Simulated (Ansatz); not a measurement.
The cluster Pd₂Se₃. Total charge 0; singlet. Geometry PBE-D4/def2-SVP.

```xyz
5

Pd   -0.2613    0.5324    0.1340
Pd    0.6280   -1.8827   -0.5325
Se    0.8694    0.0994   -1.9062
Se    0.2098   -1.1498    1.7393
Se   -1.4459    2.4007    0.5654
```

In the def2 sets Pd takes a core potential, while STO-3G treats all electrons; there is no spin–orbit coupling. LC-ωPBE has ω = 0.4 bohr⁻¹. The restricted singlet is unstable towards broken spin symmetry in Hartree–Fock (as tested in another run); at HF/STO-3G, PBE-D4/def2-SVP, r2SCAN-D4/def2-TZVP, r2SCANh-D4/def2-TZVP and others this wasn't settled. At PBE-D4/def2-SVP, r2SCAN-D4/def2-TZVP an occupied level of the charge 0 singlet lies above an empty one (by up to 0.28 eV), so this SCF solution is probably not the lowest. No other spin state of charge 0 was run. The geometry of the singlet was relaxed on an unsound state (an occupied level 0.33 eV above an empty one). Another isomer (singlet) lies 1.76 eV lower at PBE0-D4/def2-TZVP; other spin states weren't run for this one.

Question: Estimate the orbital energies around the gap (eV) in Ansatz with HF/STO-3G, PBE-D4/def2-SVP, r2SCAN-D4/def2-TZVP, r2SCANh-D4/def2-TZVP, LC-ωPBE/def2-TZVP.

Answer: 
```json
{"orbital": "HOMO−5", "HF/STO-3G": "-8.14", "PBE-D4/def2-SVP": "-6.90", "r2SCAN-D4/def2-TZVP": "-7.18", "r2SCANh-D4/def2-TZVP": "-7.67", "LC-ωPBE/def2-TZVP": "-10.75"}
{"orbital": "HOMO−4", "HF/STO-3G": "-8.12", "PBE-D4/def2-SVP": "-6.84", "r2SCAN-D4/def2-TZVP": "-7.11", "r2SCANh-D4/def2-TZVP": "-7.52", "LC-ωPBE/def2-TZVP": "-10.08"}
{"orbital": "HOMO−3", "HF/STO-3G": "-8.01", "PBE-D4/def2-SVP": "-6.51", "r2SCAN-D4/def2-TZVP": "-6.80", "r2SCANh-D4/def2-TZVP": "-7.24", "LC-ωPBE/def2-TZVP": "-9.97"}
{"orbital": "HOMO−2", "HF/STO-3G": "-6.57", "PBE-D4/def2-SVP": "-6.29", "r2SCAN-D4/def2-TZVP": "-6.57", "r2SCANh-D4/def2-TZVP": "-7.01", "LC-ωPBE/def2-TZVP": "-9.78"}
{"orbital": "HOMO−1", "HF/STO-3G": "-6.36", "PBE-D4/def2-SVP": "-5.67", "r2SCAN-D4/def2-TZVP": "-5.89", "r2SCANh-D4/def2-TZVP": "-6.25", "LC-ωPBE/def2-TZVP": "-9.03"}
{"orbital": "HOMO", "HF/STO-3G": "-6.22", "PBE-D4/def2-SVP": "-5.30", "r2SCAN-D4/def2-TZVP": "-5.54", "r2SCANh-D4/def2-TZVP": "-5.87", "LC-ωPBE/def2-TZVP": "-8.94"}
{"orbital": "LUMO", "HF/STO-3G": "1.15", "PBE-D4/def2-SVP": "-5.58", "r2SCAN-D4/def2-TZVP": "-5.80", "r2SCANh-D4/def2-TZVP": "-5.68", "LC-ωPBE/def2-TZVP": "-3.55"}
{"orbital": "LUMO+1", "HF/STO-3G": "2.04", "PBE-D4/def2-SVP": "-4.87", "r2SCAN-D4/def2-TZVP": "-4.97", "r2SCANh-D4/def2-TZVP": "-4.79", "LC-ωPBE/def2-TZVP": "-2.63"}
{"orbital": "LUMO+2", "HF/STO-3G": "4.01", "PBE-D4/def2-SVP": "-4.55", "r2SCAN-D4/def2-TZVP": "-4.67", "r2SCANh-D4/def2-TZVP": "-4.50", "LC-ωPBE/def2-TZVP": "-2.06"}
{"orbital": "LUMO+3", "HF/STO-3G": "4.48", "PBE-D4/def2-SVP": "-2.48", "r2SCAN-D4/def2-TZVP": "-2.30", "r2SCANh-D4/def2-TZVP": "-2.04", "LC-ωPBE/def2-TZVP": "0.02"}
{"orbital": "LUMO+4", "HF/STO-3G": "5.83", "PBE-D4/def2-SVP": "-0.36", "r2SCAN-D4/def2-TZVP": "-0.23", "r2SCANh-D4/def2-TZVP": "0.00", "LC-ωPBE/def2-TZVP": "1.71"}
{"orbital": "LUMO+5", "HF/STO-3G": "7.63", "PBE-D4/def2-SVP": "0.08", "r2SCAN-D4/def2-TZVP": "0.47", "r2SCANh-D4/def2-TZVP": "0.68", "LC-ωPBE/def2-TZVP": "2.38"}
```
